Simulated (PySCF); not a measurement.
Species: C₅H₇F₃.
Z-matrix (Å and degrees, PBE0-D3(BJ)/def2-SVP geometry), rows numbered from 1:
```
F 
C   1  1.3652
C   2  1.5176  1  110.03
F   3  1.3630  2  106.47  1  -175.06
F   3  1.3579  2  108.85  1    70.29
C   3  1.4984  2  114.37  1   -52.44
C   6  1.4956  3  119.57  2  -157.42
C   7  1.4985  6   60.09  3   109.56
H   2  1.1016  1  109.63  3  -119.83
H   2  1.1021  1  109.77  3   119.62
H   6  1.0928  3  111.99  2    57.55
H   7  1.0923  6  117.67  8   109.28
H   7  1.0927  6  117.23  8  -107.44
H   8  1.0923  6  117.61  7  -109.22
H   8  1.0931  6  117.50  7   106.89
```

NICS = −σ at a ghost point: NICS(0) at the centroid of the ring atoms, NICS(1) 1 Å to either side along the normal of their mean plane, zz for the tensor component along that normal. Level: GIAO B97-2/pcSseg-1 (PySCF, non-relativistic, gas phase) on the PBE0-D3(BJ)/def2-SVP geometry, one conformer.

Ring bond lengths (Å): C6–C7 1.496, C7–C8 1.498, C8–C6 1.499.

Question: Give the NICS values of each ring in ppm.

Answer: 
| ring | type | NICS(0) | NICS(1), two faces | NICS(1)zz, two faces | rms pucker (Å) | centre to ring atoms, mean (Å) |
| --- | --- | --- | --- | --- | --- | --- |
| C6–C7–C8 | 3-membered carbocycle; formal bonds all single | -43.6 | -8.3 / -8.8 | -23.4 / -23.7 | 0.00 | 0.86 |

Question: What can be read from them?

Answer: 
- C6–C7–C8: mean NICS(1)zz -23.5 ppm, shielded. C6, C7, C8 have four or more neighbours, and the NICS criterion for π rings isn't applied. NICS(0) lies 35 ppm below the mean NICS(1).

Question: What field does 1 T along the ring normal induce along that normal at the second NICS(1) probe listed for ring C6–C7–C8, 1 Å off the ring?

Answer: NICSzz × B0 = -23.7 ppm × 1 T = -24 μT, against the applied field.

Question: How shielded are the nuclei of the rings and their hydrogens (means over atoms taken as equivalent)?

Answer: 
```csv
atoms,environment,σ isotropic (ppm)
C6,three-membered-ring carbon,170.6
C7 (×2),three-membered-ring carbon,180.6
H11,methine hydrogen,29.96
H12 (×2),methylene hydrogen,30.75
H13 (×2),methylene hydrogen,30.69
```

Question: How do the values depend on the level or the medium?

Answer: 
```
                                 level  NICS(0), C6–C7–C8  mean NICS(1)zz, C6–C7–C8
                   B97-2/pcSseg-1, gas              -43.6                     -23.5
                    PBE0/pcSseg-1, gas              -44.0                     -23.8
       PBE0/pcSseg-1, IEF-PCM methanol              -44.2                     -23.9
PBE0/pcSseg-1, IEF-PCM tetrahydrofuran              -44.2                     -23.8
```

The geometry is the same throughout; the continuum's cavity takes Bondi-type radii × 1.2.
